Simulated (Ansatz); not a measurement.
Isolated molecules relaxed with PBE0-D4/def2-TZVP in Ansatz; ΔE leaves out vibrations. CBS: MP2 limit from def2 TZ/QZ plus the TZ coupled-cluster correction, frozen cores. This one scheme is used for every species. DFT in def2-TZVPP. B3LYP here is the variant with VWN-RPA as its local correlation; programs differ in this. HSE06 is defined as in plane-wave codes. For Br outer-core shells are correlated without core-valence functions, which leaves a few kJ/mol of doubt a bond. Scalar relativity is left out up to krypton. Each species was taken in one conformer, which may not be the lowest.

Reaction (cleavage of the Si–Si bond): `O[Si]([SiH3])(Cl)Br` + H–F → `O[Si](F)(Cl)Br` + SiH₄

`O[Si]([SiH3])(Cl)Br`:

Cartesian coordinates in Å:
```
O 1.233 -1.098 1.031
Si -0.057 -0.131 0.801
Si -0.160 0.490 -1.441
Cl 0.077 1.528 2.007
Br -1.919 -1.194 1.396
H 1.395 -1.457 1.907
H -1.340 1.374 -1.613
H 1.080 1.217 -1.810
H -0.309 -0.728 -2.277
```

H–F:

Z-matrix (Å, degrees):
```
F
H 1 0.920
```

`O[Si](F)(Cl)Br`:

Z-matrix (Å, degrees):
```
Si
F 1 1.580
Cl 1 2.028 2 106.5
O 1 1.613 2 111.1 3 121.5
Br 1 2.176 2 108.3 3 -120.3
H 4 0.959 1 118.7 2 -77.8
```

SiH₄:

Cartesian coordinates in Å:
```
Si 0.000 0.000 0.000
H -1.185 -0.635 0.630
H 0.999 -1.044 -0.338
H 0.602 0.973 0.946
H -0.416 0.706 -1.238
```

CCSD(T)/CBS gives -138.5 kJ/mol.

(1) Another level gave -118.0 kJ/mol. Which?
A. PBE-D4/def2-TZVPP
B. HSE06-D4/def2-TZVPP
C. B3LYP/def2-TZVPP
D. HSE06/def2-TZVPP

(2) What do rigid-rotor, harmonic-oscillator terms from PBE0-D4/def2-TZVP frequencies (298.15 K, 1 bar) make of the CCSD(T)/CBS value? (An estimate is asked.)

Largest T1 diagnostic among the species: 0.011.

## Answers

(1) A. PBE-D4 -118.0, HSE06 -129.7, B3LYP -148.7, HSE06-D4 -124.3 kJ/mol.

(2) The calculation gave: ΔZPE = -1.5 kJ/mol, ΔH = -143.5 kJ/mol, ΔS = -11 J/(mol·K), ΔG = -140.3 kJ/mol.

From PBE to PBE0 (25 % exact exchange), in def2-TZVPP and without D4, ΔE moves by −6.4 kJ/mol. The D4 term adds +9.3 kJ/mol with B3LYP and +5.5 kJ/mol with PBE0; it sums over pairs of atoms, weighted by their polarisabilities, and B3LYP, whose exchange is more repulsive, gets the larger term. Leaving LDA and LC-ωPBE aside and taking each functional with its dispersion term where it has one, the values, not all of them listed here, spread over 33.5 kJ/mol, from B97M-V to revPBE-D4.
